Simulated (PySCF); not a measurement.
SeF4, SMILES F[Se](F)(F)F.

The structure is a stationary point at PBE0-D3(BJ)/def2-SVP. A frequency run showed that this geometry is not a minimum. The isomer is the one that the SMILES or the coordinates give; other isomers of the formula were not compared.

These are PBE/def2-TZVP (PySCF) values and carry that method's errors.

Gas-phase values at a fixed geometry.

Computed frontier levels, gap, dipole moment and polarisability:
| Quantity | Value |
|---|---|
| highest occupied level | -9.19 eV |
| lowest empty level | -3.49 eV |
| orbital gap | 5.69 eV |
| dipole moment | 2.05 D |
| quadrupole, principal values (traceless, Buckingham form, about the centre of nuclear charge) | -2.74, -2.74, 5.48 D·Å |
| mean static polarisability | 30.5 bohr³ (4.52 Å³) |
| polarisability, principal values | 22.7, 34.4, 34.4 bohr³ |
